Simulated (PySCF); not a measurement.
**Energy of In²⁺ (indium, charge +2) between two integer charges**

The 5s alpha orbital of [Kr] 4d10 5s1 is emptied in steps (occupation f), with all orbitals relaxed, ending at [Kr] 4d10. Computed with PySCF 2.14 in x2c-TZVPall, with scalar relativity by spin-free X2C-1e. The exact energy is a straight line in f; departures are measured from the line between the end points of the same method.

```csv
f,UHF (eV),LDA (eV),PBE (eV),PBE0 (eV),r2SCAN (eV),LC-wPBE (eV),BHandHLYP (eV),r2SCAN0 (eV)
1,0.000,0.000,0.000,0.000,0.000,0.000,0.000,0.000
0.9,0.013,-0.396,-0.396,-0.290,-0.347,-0.041,-0.201,-0.255
0.7,0.030,-0.923,-0.926,-0.677,-0.812,-0.096,-0.471,-0.597
0.5,0.035,-1.096,-1.105,-0.807,-0.963,-0.117,-0.564,-0.707
0.3,0.029,-0.917,-0.930,-0.679,-0.804,-0.102,-0.476,-0.589
0.1,0.012,-0.390,-0.399,-0.291,-0.342,-0.046,-0.206,-0.251
0,0.000,0.000,0.000,0.000,0.000,0.000,0.000,0.000
```

| method | E(f=0) − E(f=1) (eV) | −ε at f=1 (eV) | −ε at f=0.5 (eV) |
| --- | --- | --- | --- |
| UHF | 26.662 | 26.807 | 26.660 |
| LDA | 28.965 | 24.560 | 28.983 |
| PBE | 28.543 | 24.152 | 28.529 |
| PBE0 | 28.205 | 24.988 | 28.199 |
| r2SCAN | 28.239 | 24.391 | 28.276 |
| LC-wPBE | 27.992 | 27.528 | 27.972 |
| BHandHLYP | 28.078 | 25.843 | 28.064 |
| r2SCAN0 | 28.067 | 25.239 | 28.100 |

Orbital energy along the path (eV):

```csv
f,UHF,LDA,PBE,PBE0,r2SCAN,LC-wPBE,BHandHLYP,r2SCAN0
1,-26.807,-24.560,-24.152,-24.988,-24.391,-27.528,-25.843,-25.239
0.9,-26.777,-25.445,-25.021,-25.628,-25.151,-27.625,-26.285,-25.797
0.7,-26.718,-27.216,-26.769,-26.911,-26.687,-27.804,-27.171,-26.930
0.5,-26.660,-28.983,-28.529,-28.199,-28.276,-27.972,-28.064,-28.100
0.3,-26.605,-30.734,-30.305,-29.494,-29.789,-28.158,-28.969,-29.207
0.1,-26.551,-32.450,-32.093,-30.794,-31.297,-28.390,-29.896,-30.309
0,-26.525,-33.281,-32.970,-31.423,-32.021,-28.517,-30.375,-30.831
```

Reference removal energy between the ground levels: 28.044 eV (measured; NIST Atomic Spectra Database, ionization energies). UHF lacks correlation.
